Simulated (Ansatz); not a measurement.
```yaml
crystal:
  periodic: [false, false, false]
  atoms:
    - {symbol: F, position_ang: [0.841854, -2.828735, -0.292261]}
    - {symbol: Si, position_ang: [-0.543640, -1.899933, -0.395345]}
    - {symbol: N, position_ang: [-0.266243, -0.106751, -0.218533]}
    - {symbol: Si, position_ang: [-1.119765, 0.837289, -0.643992]}
    - {symbol: Si, position_ang: [1.109810, -0.113467, 0.646257]}
    - {symbol: H, position_ang: [-0.389513, 1.945260, -1.351492]}
    - {symbol: H, position_ang: [-2.411880, 0.380732, -1.355719]}
    - {symbol: H, position_ang: [-1.889143, 1.619207, 0.805198]}
    - {symbol: H, position_ang: [0.987220, -0.528365, 1.709245]}
    - {symbol: H, position_ang: [1.483185, 1.339886, 0.741428]}
    - {symbol: H, position_ang: [2.221554, -0.540230, -0.093562]}
basis:
  gaussian: {orbitals: def2-TZVP}
total_charge: -1
magnetization: {spin_polarized: true, initial_magnetization: 1}
hamiltonian: {xc: {name: HF}}
correlation: {active_space: {window: {electrons: 40, orbitals: 30}}}
output: {forces: true}
```

```sh
$ ansatz run in.yaml --threads 4 --pin off --events-out ev --progress --plain --max-ram 10444MiB
```

Question: How does Ansatz answer? (Best estimate.)

Answer: The calculation gave: The input was rejected before any iteration.
```
Error: invalid value for `correlation.active_space`: it starts from restricted Hartree–Fock orbitals; set hamiltonian.xc: hf without magnetization.spin_polarized
```
